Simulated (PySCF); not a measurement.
**Working out the ionisation energy of S(2+)**

S(2+) [Ne] 3s2 3p2 (3P) → S(3+) [Ne] 3s2 3p1 (2P). All numbers are calculated (PySCF 2.14, the spin-free X2C one-electron Hamiltonian (Gaussian nucleus), in x2c-QZVPPall with one added diffuse shell each of s, p, d, f type (10s7p5d3f1g, 86 functions)). Frozen: 1s2. Energies in hartree (1 hartree = 27.21139 eV):

| part | S(2+) (lower) | S(3+) (upper) |
| --- | --- | --- |
| UHF | -397.424336 | -396.169331 |
| MP2 opposite-spin | -0.188498 | -0.177223 |
| MP2 same-spin | -0.069281 | -0.060365 |

Q: What does Hartree-Fock give?

A: (-396.169331) − (-397.424336) = 1.255005 hartree = 34.150 eV.

Q: What do MP2 and SCS-MP2 (6/5 opposite-spin, 1/3 same-spin) give?

A: The opposite-spin parts differ by 0.307 eV and the same-spin parts by 0.243 eV. MP2: 34.150 + (0.307) + (0.243) = 34.700 eV. SCS-MP2: 34.150 + 1.2 × (0.307) + (0.243)/3 = 34.599 eV.

A first-order spin-orbit estimate adds -0.009 eV to MP2 (valence and next inner shell), giving 34.691 eV against 34.86 ± 0.04 eV (semi-empirical (NIST evaluation); NIST Atomic Spectra Database, ionization energies).

What remains against the reference includes basis incompleteness, the frozen core and correlation beyond second order.
